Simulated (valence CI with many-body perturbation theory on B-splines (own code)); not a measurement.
Level structure of Tc³⁺

Calculated by valence CI with perturbative core correlation (CI+MBPT): four valence electrons over a frozen Dirac-Fock core [Kr], radial functions for each j: 7 s, 7 p, 8 d, 6 f, 4 g, 1 h, with the one-electron correlation potential Σ1 (screened to all orders), the two-electron term Σ2, the three-electron term Σ3, Breit, model QED; selected single and double excitations, second order for the rest, scaled by the run's own slope (own B-spline code, finite nucleus).

No measured spectrum was set against this ion. As an estimate, terms of the open shell hold to 2 to 4 % of their energy, and close levels can change places; different configurations can be misplaced against each other by 1,000 to 8,000 cm⁻¹. Among the levels kept, up to 420 cm⁻¹ of a level comes from second order outside the variational space, and about a tenth of that is noise between levels of different J, which matters for small intervals.

Levels 46 to 90 of 223, with energies above the lowest level, 4d⁴ ⁵D_0. "Leading %" is the weight of the configuration and term that name the level; weights of strongly mixed levels are sums over their largest components and can fall short. Lifetimes count E1, E2, E3, M1 and M2 decay at the calculated energies, and are blank where another channel may lead or the interval is too uncertain; long ones can be off by a factor of two.

| No. | Configuration | Term | J | E (cm⁻¹) | Leading % | g | Lifetime |
| --- | --- | --- | --- | --- | --- | --- | --- |
| 46 | 4d³5s | ³G | 3 | 85641 | 95 | 0.761 | 1.04 ms |
| 47 | 4d³5s | ³G | 4 | 85967 | 84 | 1.043 | 997 μs |
| 48 | 4d³5s | ³G | 5 | 86451 | 81 | 1.175 | 996 μs |
| 49 | 4d³5s | ³H | 4 | 88914 | 74 | 0.854 | 849 μs |
| 50 | 4d³5s | ³P | 1 | 89027 | 54 | 1.112 | 876 μs |
| 51 | 4d³5s | ³P | 0 | 89081 | 97 |  | 918 μs |
| 52 | 4d³5s | ³P | 2 | 89507 | 55 | 1.386 | 767 μs |
| 53 | 4d³5s | ³H | 5 | 90315 | 84 | 1.058 | 889 μs |
| 54 | 4d³5s | ³H | 6 | 90424 | 98 | 1.167 | 866 μs |
| 55 | 4d³5s | ³P | 1 | 91036 | 51 | 1.137 |  |
| 56 | 4d³5s | ³D | 3 | 92506 | 97 | 1.334 | 787 μs |
| 57 | 4d³5s | ³D | 2 | 92528 | 52 | 1.318 | 709 μs |
| 58 | 4d³5s | ¹G | 4 | 92552 | 74 | 0.974 | 688 μs |
| 59 | 4d³5s | ³P | 1 | 92613 | 67 | 1.221 |  |
| 60 | 4d³5s | ³P | 0 | 93011 | 96 |  | 634 μs |
| 61 | 4d³5s | ³P | 2 | 94267 | 85 | 1.460 | 791 μs |
| 62 | 4d³5s | ¹H | 5 | 95138 | 96 | 1.003 | 605 μs |
| 63 | 4d³5s | ¹P | 1 | 96871 | 71 | 1.061 | 753 μs |
| 64 | 4d³5s | ¹D | 2 | 97621 | 90 | 1.018 | 652 μs |
| 65 | 4d³5s | ³F | 4 | 100886 | 97 | 1.249 | 532 μs |
| 66 | 4d³5s | ³F | 3 | 101114 | 97 | 1.084 | 528 μs |
| 67 | 4d³5s | ³F | 2 | 101345 | 97 | 0.671 | 526 μs |
| 68 | 4d³5s | ¹F | 3 | 106432 | 96 | 1.003 | 666 μs |
| 69 | 4d³5s | ³D | 3 | 117290 | 96 | 1.330 | 403 μs |
| 70 | 4d³5s | ³D | 2 | 117502 | 97 | 1.165 | 402 μs |
| 71 | 4d³5s | ³D | 1 | 117654 | 98 | 0.499 | 402 μs |
| 72 | 4d³5p | ⁵G° | 2 | 120744 | 93 | 0.351 | 1.98 ns |
| 73 | 4d³5p | ⁵G° | 3 | 121969 | 94 | 0.923 | 1.89 ns |
| 74 | 4d³5s | ¹D | 2 | 122727 | 96 | 1.000 | 443 μs |
| 75 | 4d³5p | ³D° | 1 | 123102 | 62 | 0.408 | 611 ps |
| 76 | 4d³5p | ⁵G° | 4 | 123490 | 93 | 1.152 | 1.78 ns |
| 77 | 4d³5p | ³D° | 2 | 124215 | 51 | 1.168 | 543 ps |
| 78 | 4d³5p | ⁵G° | 5 | 125292 | 90 | 1.266 | 1.65 ns |
| 79 | 4d³5p | ⁵D° | 3 | 125845 | 39 | 1.367 | 427 ps |
| 80 | 4d³5p | ⁵D° | 0 | 126100 | 96 |  | 275 ps |
| 81 | 4d³5p | ⁵D° | 1 | 126473 | 85 | 1.322 | 293 ps |
| 82 | 4d³5p | ⁵D° | 2 | 127120 | 63 | 1.320 | 337 ps |
| 83 | 4d³5p | ⁵F° | 1 | 127211 | 56 | 0.283 | 572 ps |
| 84 | 4d³5p | ⁵D° | 4 | 127501 | 69 | 1.443 | 342 ps |
| 85 | 4d³5p | ⁵G° | 6 | 127592 | 96 | 1.331 | 1.66 ns |
| 86 | 4d³5p | ³D° | 2 | 127787 | 40 | 1.155 | 515 ps |
| 87 | 4d³5p | ⁵F° | 3 | 127824 | 53 | 1.294 | 417 ps |
| 88 | 4d³5p | ⁵F° | 4 | 128508 | 52 | 1.321 | 472 ps |
| 89 | 4d³5p | ⁵F° | 5 | 129033 | 60 | 1.325 | 652 ps |
| 90 | 4d³5p | ³D° | 3 | 129062 | 60 | 1.330 | 470 ps |

Names give the largest LS component (configuration and term), which can be under half, so a name can repeat, a term be missing and a line seem to break the LS rules; names also repeat where a configuration has a term twice.

Where two levels of one J and parity lie close, their mixing, g and order are uncertain.
